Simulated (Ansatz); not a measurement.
Zn2O2⁻. Total charge -1; doublet. Geometry PBE0-D4/def2-SVP, that of the neutral singlet; atoms count from 1.

Cartesian coordinates in Å:
```
Zn -0.964 1.064 0.554
Zn -0.450 -0.230 -1.454
O 0.562 -0.053 1.015
O 0.852 -0.781 -0.114
```

The structure holds one bond between oxygen atoms, so isomers without such links may lie far lower. The structure comes from a short search, and lower isomers may exist.

(1) Estimate the Mulliken populations from the PBE0/def2-TZVPD orbitals of Ansatz.

(2) Where does the spin sit?

(3) And the Mayer bond orders between heavy atoms (over 0.3)?

Results:

(1) 
```tsv
atom	charge (e)	spin (α − β)	d electrons
Zn1	-0.28	0.31	10.01
Zn2	-0.28	0.31	10.01
O3	-0.22	0.19	–
O4	-0.22	0.19	–
```
Mulliken values depend strongly on the basis. With diffuse functions, as here, like atoms can get unlike values, and bond orders can come out too low or too high.

(2) Summed by element: Zn 0.62, O 0.38, of 1 unpaired in all. Largest on single atoms: Zn1 0.31, Zn2 0.31, O3 0.19.

(3) Zn1–Zn2 0.94 (2.44 Å); O3–O4 0.72 (1.37 Å).
